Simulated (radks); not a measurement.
Values are calculated unless marked as measured or tabulated.
Problem. Xe II, 53 electrons, occupied as [Kr] 4d10 5s1.5 5p5.5 (fractional occupations, a model configuration). Level of theory: scalar-relativistic Kohn-Sham, PBEsol, spin-polarised, spherical densities, point nucleus; open shells are filled with parallel spins first (spin-orbit coupling, left out, can overturn this in heavy ions) (a radial shooting solver on a logarithmic mesh with Libxc functionals). Some entries of the table are withheld. Estimate them.

| orbital | occ. | eigenvalue (hartree) | <1/r> (bohr^-1) | r(max) (bohr) |
|---|---|---|---|---|
| 1s up | 1 | -1262.985 | 58.09 | 0.01716 |
| 1s down | 1 | -1262.983 | 58.09 | 0.01716 |
| 2s up | 1 | -196.9052 | 13.33 | 0.09700 |
| 2s down | 1 | -196.9041 | 13.33 | 0.09700 |
| 2p up | 3 | -176.7472 | 12.72 | 0.07781 |
| 2p down | 3 | -176.7458 | 12.72 | 0.07781 |
| 3s up | 1 | -40.58332 | 4.789 | 0.2791 |
| 3s down | 1 | -40.58153 | 4.789 | 0.2791 |
| 3p up | 3 | -34.07407 | 4.551 | 0.2730 |
| 3p down | 3 | -34.07215 | 4.551 | 0.2730 |
| 3d up | 5 | -24.41578 | 4.310 | 0.2259 |
| 3d down | 5 | -24.41399 | 4.310 | 0.2259 |
| 4s up | 1 | -7.64299 | 1.953 | 0.6609 |
| 4s down | 1 | -7.63919 | 1.953 | 0.6610 |
| 4p up | 3 | -5.58075 | 1.791 | 0.6933 |
| 4p down | 3 | -5.57654 | 1.792 | 0.6934 |
| 4d up | 5 | -2.57565 | 1.513 | 0.7483 |
| 4d down | 5 | -2.56900 | 1.516 | 0.7482 |
| 5s up | 1 | -1.09702 | (1) | 1.610 |
| 5s down | 0.5 | -1.06936 | (2) | 1.608 |
| 5p up | 3 | (3) | 0.5968 | 1.863 |
| 5p down | 2.5 | (4) | 0.5923 | 1.869 |

Solution. 
(1) 5s up <1/r> (bohr^-1): 0.7206
(2) 5s down <1/r> (bohr^-1): 0.7200
(3) 5p up eigenvalue (hartree): -0.64834
(4) 5p down eigenvalue (hartree): -0.62314
